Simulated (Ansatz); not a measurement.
C2H7GaOSi (`[SiH3]O/C=[CH]\[GaH2]`). Total charge 0; spin multiplicity 1. All single points use the PBE0-D4/def2-TZVP geometry. It is one conformer, not always the lowest.

```xyz
12

Si   -0.844   -0.735    1.202
O     0.784   -0.941    1.153
C     1.493   -0.654    0.013
C     1.089    0.168   -0.947
Ga   -0.527    1.303   -1.006
H    -1.261   -0.860    2.613
H    -1.224    0.680    0.786
H    -1.557   -1.659    0.295
H     2.441   -1.184    0.008
H     1.794    0.269   -1.770
H    -1.785    0.815   -1.808
H    -0.403    2.796   -0.539
```

**Question.** What is the dipole moment at ωB97M-V/def2-TZVPP? (Best estimate.)

**Answer.** The calculation gave: 1.13 D, with components (-0.04, -1.00, 0.53) D in this frame, pointing from negative to positive charge.

**Question.** And with PBE, r2SCAN, B3LYP? (Estimate.)

**Answer.** Ansatz gave: PBE 1.19 D, r2SCAN 1.21 D, B3LYP 1.14 D.

**Question.** Give the Mulliken charges with ωB97M-V, r2SCAN, B3LYP in def2-TZVPP. (An estimate is asked.)

**Answer.** Ansatz gave: 
| atom | ωB97M-V | r2SCAN | B3LYP |
| --- | --- | --- | --- |
| Si1 | 0.34 | 0.48 | 0.47 |
| O2 | -0.33 | -0.34 | -0.33 |
| C3 | 0.03 | 0.07 | 0.00 |
| C4 | -0.28 | -0.24 | -0.20 |
| Ga5 | 0.17 | 0.21 | 0.17 |
| H6 | 0.00 | -0.05 | -0.05 |
| H7 | -0.06 | -0.09 | -0.09 |
| H8 | 0.01 | -0.04 | -0.04 |
| H9 | 0.11 | 0.08 | 0.11 |
| H10 | 0.09 | 0.07 | 0.08 |
| H11 | -0.04 | -0.07 | -0.06 |
| H12 | -0.04 | -0.07 | -0.06 |

B3LYP here is the variant with VWN-RPA as its local correlation; programs differ in this.
